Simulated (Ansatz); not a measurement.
`NB(O)[SiH2]F` + NH₃ → `NB(N)O` + `F[SiH3]`  (cleavage of the B–Si bond)

Computed with Ansatz on PBE0-D4/def2-TZVP structures; ΔE is electronic, products minus reactants. CCSD(T)/CBS adds triple-zeta CCSD(T) − MP2 to the extrapolated MP2 energy (def2 sets, frozen cores). This one scheme is used for every species. DFT in def2-TZVPP. B3LYP here is the variant with VWN-RPA as its local correlation; programs differ in this. One conformer a species, not always the lowest.

```csv
level,ΔE (kJ/mol),difference from CCSD(T)/CBS
PBE-D4,-74.7,18.3
r2SCAN-D4,-89.3,3.7
PBE0-D4,-84.8,8.2
B3LYP-D4,-90.8,2.2
ωB97X-V,-90.9,2.1
ωB97M-V,-94.8,-1.8
B2PLYP,-96.3,-3.3
PBE,-76.9,16.1
r2SCAN,-90.0,3.0
PBE0,-86.9,6.1
B3LYP,-94.4,-1.4
HF/def2-TZVPP,-118.3,-25.3
MP2/def2-TZVPP,-98.8,-5.8
SCS-MP2/def2-TZVPP,-100.0,-7.0
CCSD/def2-TZVPP,-97.1,-4.1
CCSD(T)/def2-TZVPP,-93.1,-0.1
HF/def2-QZVPP,-119.3,-26.3
MP2/def2-QZVPP,-99.1,-6.1
SCS-MP2/def2-QZVPP,-100.4,-7.4
HF/CBS(def2),-119.5,-26.5
MP2/CBS(def2),-98.7,-5.7
CCSD/CBS(def2),-97.0,-4.0
CCSD(T)/CBS,-93.0,0
```

Largest T1 diagnostic among the species: 0.013.

The D4 term adds +3.6 kJ/mol with B3LYP and +2.1 kJ/mol with PBE0; it sums over pairs of atoms, weighted by their polarisabilities, and B3LYP, whose exchange is more repulsive, gets the larger term. From PBE to PBE0 (25 % exact exchange), in def2-TZVPP and without D4, ΔE moves by −10.0 kJ/mol.
